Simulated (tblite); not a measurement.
Species: C4H6BF.
Numbering: `[BH2:1][CH2:2][C:3]#[C:4][CH2:5][F:6]` (hydrogens: H7, H8 on B1; H9, H10 on C2; H11, H12 on C5)

Computed with GFN2-xTB (tblite), gas phase: L-BFGS steps from a force-field or distance-geometry start until the largest atomic force falls under 0.01 eV/Å.

The end geometry, which sets the zero of energy:
```
atom  x, y, z in Å
B1     -2.2711    0.7369    0.8016
C2     -1.4944   -0.4822    0.1823
C3     -0.0677   -0.3158    0.0203
C4      1.1131   -0.1332   -0.0864
C5      2.5443    0.0194   -0.2476
F6      3.1129   -1.1044   -0.8157
H7     -1.7170    1.7155    1.1158
H8     -3.4271    0.6391    0.9474
H9     -1.9305   -0.7290   -0.7930
H10    -1.6708   -1.3676    0.8046
H11     2.7758    0.8592   -0.9149
H12     3.0338    0.1616    0.7245
```

**Question.** These geometries come from the run, each turned onto the end geometry. Order them by energy, lowest first.
A.
```
atom  x, y, z in Å
B1     -2.1993    0.7109    0.9464
C2     -1.5047   -0.4813    0.1678
C3     -0.0584   -0.3222    0.0389
C4      1.1279   -0.1628   -0.0788
C5      2.5760   -0.0043   -0.2127
F6      3.1383   -1.1262   -0.7985
H7     -1.9058    1.7980    0.6040
H8     -3.2871    0.4945    1.3452
H9     -2.0163   -0.4877   -0.8236
H10    -1.7037   -1.4439    0.6488
H11     2.8128    0.8421   -0.8813
H12     3.0216    0.1824    0.7827
```
B.
```
atom  x, y, z in Å
B1     -2.2671    0.7300    0.8112
C2     -1.4963   -0.4857    0.1782
C3     -0.0725   -0.3082    0.0045
C4      1.1070   -0.1187   -0.1042
C5      2.5419    0.0200   -0.2406
F6      3.1092   -1.1107   -0.7956
H7     -1.7287    1.7472    1.0052
H8     -3.4012    0.6012    1.0680
H9     -1.9374   -0.6944   -0.8037
H10    -1.6673   -1.3893    0.7743
H11     2.8018    0.8572   -0.9002
H12     3.0119    0.1510    0.7418
```
C.
```
atom  x, y, z in Å
B1     -2.2322    0.7156    0.8954
C2     -1.4850   -0.4795    0.1894
C3     -0.0663   -0.3262    0.0227
C4      1.1255   -0.1609   -0.0775
C5      2.5561    0.0059   -0.2206
F6      3.1399   -1.1176   -0.7843
H7     -1.9001    1.7933    0.6263
H8     -3.2715    0.4996    1.3589
H9     -1.9988   -0.4889   -0.8086
H10    -1.7018   -1.4440    0.6400
H11     2.8095    0.8332   -0.8746
H12     3.0260    0.1690    0.7716
```
D.
```
atom  x, y, z in Å
B1     -2.2696    0.7228    0.8282
C2     -1.4986   -0.4796    0.1666
C3     -0.0708   -0.3094    0.0167
C4      1.1131   -0.1444   -0.0806
C5      2.5472    0.0028   -0.2155
F6      3.1290   -1.1209   -0.7680
H7     -1.8765    1.8154    0.7066
H8     -3.2754    0.5306    1.3910
H9     -1.9311   -0.5625   -0.8408
H10    -1.6746   -1.4413    0.6544
H11     2.7866    0.8400   -0.8825
H12     3.0220    0.1459    0.7628
```
E.
```
atom  x, y, z in Å
B1     -2.2616    0.7251    0.8174
C2     -1.4993   -0.4885    0.1709
C3     -0.0776   -0.3010   -0.0081
C4      1.1033   -0.1049   -0.0863
C5      2.5405    0.0190   -0.2242
F6      3.0881   -1.1218   -0.7814
H7     -1.7638    1.7823    0.8675
H8     -3.3505    0.5642    1.2113
H9     -1.9553   -0.6494   -0.8147
H10    -1.6516   -1.4247    0.7168
H11     2.8143    0.8497   -0.8878
H12     3.0149    0.1494    0.7575
```

**Answer.** B (0.002 eV), E (0.007 eV), D (0.018 eV), C (0.093 eV), A (0.205 eV).

In the order of the answer:

```tsv
step	E above end (eV)	largest force (eV/Å)	rms force component (eV/Å)	rms distance from end (Å)	rms bond change (Å)	bond most changed (Å)
42	0.002	0.04	0.018	0.055	0.000	C5–H12 -0.001
34	0.007	0.06	0.022	0.122	0.001	C2–H10 -0.002
13	0.018	0.06	0.024	0.204	0.002	C2–H10 -0.004
2	0.093	0.99	0.327	0.225	0.011	C2–H9 +0.026
1	0.205	1.48	0.352	0.231	0.011	C2–H9 +0.019
```

The cost below is that of the whole relaxation. Time: 0.27 s. Hardware: one thread of an Arm Neoverse V1 (shared host).
